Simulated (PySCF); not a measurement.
PySCF input for TeCl₂, SMILES Cl[Te]Cl, C-PCM-ωB97X/def2-SVP. The structure is a stationary point at B3LYP-D3(BJ)/def2-TZVP. The isomer is the one that the SMILES or the coordinates give; other isomers of the formula were not compared. The def2 effective core potentials stand for the cores of Te; spin–orbit coupling is left out.

```python
import numpy as np
from pyscf import gto, scf, dft
from pyscf.solvent import pcm

mol = gto.M(
    atom='''
    Te    0.00000000    0.00000000    0.60014537
    Cl    0.00000000    1.79181460   -0.91786938
    Cl    0.00000000   -1.79181460   -0.91786938
    ''',
    basis='def2-SVP',
    ecp={'Te': 'def2-svp'},
    charge=0,
    spin=0,
    max_memory=1600,
    verbose=3,
)
mf = dft.RKS(mol, xc='wb97x').density_fit(auxbasis='def2-universal-jkfit')
mf.grids.level = 3
mf.conv_tol = 1e-9
mf.max_cycle = 100
mf.kernel()
res = {}
for name, eps in {'water': 78.355, 'benzene': 2.2706, '2-propanol': 19.264}.items():
    s = mf.PCM()
    s.with_solvent.method, s.with_solvent.eps, s.with_solvent.lebedev_order = 'C-PCM', eps, 29
    s.kernel(mf.make_rdm1())
    res[name] = (s.e_tot, eps, s.dip_moment(), s.mo_energy, s.converged)
    print(f'{name}: electrostatic solvation free energy {(s.e_tot - mf.e_tot) * 627.509474:.3f} kcal/mol')
```

Log of the run:

```
converged SCF energy = -1188.18710500208

WARN: PCM is an experimental feature. It is still in testing.
Features and APIs may be changed in the future.

converged SCF energy = -1188.19293168696
Dipole moment(X, Y, Z, Debye): -0.00000, -0.00000,  3.25819
water: electrostatic solvation free energy -3.656 kcal/mol

WARN: PCM is an experimental feature. It is still in testing.
Features and APIs may be changed in the future.

converged SCF energy = -1188.19014322063
Dipole moment(X, Y, Z, Debye): -0.00000,  0.00000,  2.83985
benzene: electrostatic solvation free energy -1.907 kcal/mol

WARN: PCM is an experimental feature. It is still in testing.
Features and APIs may be changed in the future.

converged SCF energy = -1188.19265489215
Dipole moment(X, Y, Z, Debye): -0.00000,  0.00000,  3.21541
2-propanol: electrostatic solvation free energy -3.483 kcal/mol
```

Self-consistency was reached.
